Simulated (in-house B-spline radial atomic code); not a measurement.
A fraction x of an electron is moved 4d → 5f in Gd IV (Gd3+), starting from [Xe] 4f7 and keeping the highest spin. Computed with a B-spline radial code for spherical atoms: scalar-relativistic (X2C) RPBE, spin-polarised, spherical fractional occupations, Fermi nucleus of rms radius 5.1569 fm.

| x | E(x) - E(0) (eV) | 4d down level (eV) | 5f up level (eV) |
| --- | --- | --- | --- |
| 0 | 0.0000 | -168.400 | - |
| 0.125 | 19.9056 | -170.189 | -10.270 |
| 0.25 | 39.9972 | -171.989 | -10.454 |
| 0.375 | ? | ? | ? |
| 0.5 | 80.7692 | -175.625 | -10.998 |
| 0.625 | 101.4435 | -177.444 | -11.283 |
| 0.75 | 122.3095 | -179.258 | -11.561 |
| 0.875 | ? | ? | ? |
| 1 | 164.6184 | -182.863 | -12.088 |

(1) What belongs in the row x = 0.375?

(2) What belongs in the row x = 0.875?

(3) Check Janak's theorem between x = 0.125 and 0.25.

## Answers

(1) An energy change of 60.2868 eV; 4d down at -173.804 eV, 5f up at -10.713 eV.

(2) An energy change of 143.3678 eV; 4d down at -181.065 eV, 5f up at -11.829 eV.

(3) The slope of the energy is 160.73 eV; the orbital levels give 160.73 eV (ε of the receiving orbital less ε of the emptying one, averaged over the two points).
